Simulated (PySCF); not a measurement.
Barium: a sound run and one with changed settings

Sound run: Ba [Xe] 6s2, Ba⁺ [Xe] 6s1. Computed with PySCF 2.14 in cc-pVDZ-X2C, with scalar relativity by spin-free X2C-1e. In the sound run the correlated levels freeze [Xe]. The sound run starts from symmetry-adapted Hartree-Fock orbitals and uses a fine grid where one is needed.

Changed run: all electrons correlated in a basis built for the valence shell.

```
species  method  sound run (hartree)  changed run (hartree)  converged
     Ba     MP2          -8131.65015            -8131.70780        yes
    Ba⁺     MP2                  n/a            -8131.52714        yes
```

Ionisation energy of Ba:

```json
{"method": "UHF", "sound run (eV)": "4.278", "changed run (eV)": "4.278"}
{"method": "MP2", "sound run (eV)": "4.680", "changed run (eV)": "4.916"}
{"method": "SCS-MP2", "sound run (eV)": "4.761", "changed run (eV)": "4.952"}
```

A valence basis has no tight correlating functions, so it recovers only part of the core correlation, and not evenly between atom and ion.

For comparison, NIST gives 5.212 eV between the lowest levels.
